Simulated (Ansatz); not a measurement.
Energy profile

The step: Si₂H₆S ([SiH3][SiH2][SH]) + NH₃ → Si₂NH₇ ([NH2][SiH2][SiH3]) + H₂S; bonds formed: Si1–N7, S2–H6; bonds broken: Si1–S2, H6–N7 (atoms numbered as in the saddle structure below).

| atom | x (Å) | y (Å) | z (Å) |
| --- | --- | --- | --- |
| Si1 | -1.0354 | 0.1318 | 0.0543 |
| S2 | 0.8066 | -2.0548 | 0.0562 |
| H3 | -1.9648 | 1.2707 | -0.2855 |
| H4 | -1.9259 | -1.0163 | 0.3223 |
| Si5 | 0.5365 | 0.8116 | 1.6182 |
| H6 | 0.1888 | -0.9882 | -1.5033 |
| N7 | -0.3837 | -0.0871 | -1.6947 |
| H8 | 2.0222 | -1.4852 | -0.0106 |
| H9 | 0.1741 | 2.1490 | 2.1842 |
| H10 | 1.8392 | 0.9794 | 0.9208 |
| H11 | 0.6236 | -0.1682 | 2.7226 |
| H12 | 0.2318 | 0.6647 | -1.9918 |
| H13 | -1.1129 | -0.2077 | -2.3928 |

Electronic energies by CCSD(T) at an estimated basis limit (MP2 extrapolated from triple and quadruple zeta, plus CCSD(T) − MP2 in triple zeta), on PBE0-D4/def2-TZVP structures; Si2NH9S, closed shell; no counterpoise correction. Program: Ansatz 0.2.0. Basis: def2-TZVPP and def2-QZVPP. Cores are frozen in the correlated methods. Extrapolation: Hartree–Fock as exp(−7.88 √X), correlation as X^−2.97.

Problem. Give the profile in kcal/mol, counted from the separated reactants. (To be estimated.)

Solution. The calculation gives:
```
                                                                                                                             point  kcal/mol
 separated: Si2H6S (linked as [SiH3][SiH2][SH]; Si1, S2, H3, H4, Si5, H8, H9, H10, H11; singlet) + NH3 (H6, N7, H12, H13; singlet)      0.00
                                                                                                                   start structure     -3.17
                                                                                                                            saddle     18.70
                                                                                                                     end structure      1.60
separated: Si2NH7 (linked as [NH2][SiH2][SiH3]; Si1, H3, H4, Si5, N7, H9, H10, H11, H12, H13; singlet) + H2S (S2, H6, H8; singlet)      4.66
```

The T1 diagnostic stays at or below 0.013.

For scale, one of the runs: CCSD(T)/def2-TZVPP, 283 basis functions, launched by `ansatz run in.yaml --threads 8 --pin off --events-out ev --progress --plain --max-ram 19148MiB`. The run took 31 s on 8 CPU threads of an Intel Xeon 6975P-C (shared host), with 8.4 GiB of host memory at its peak.
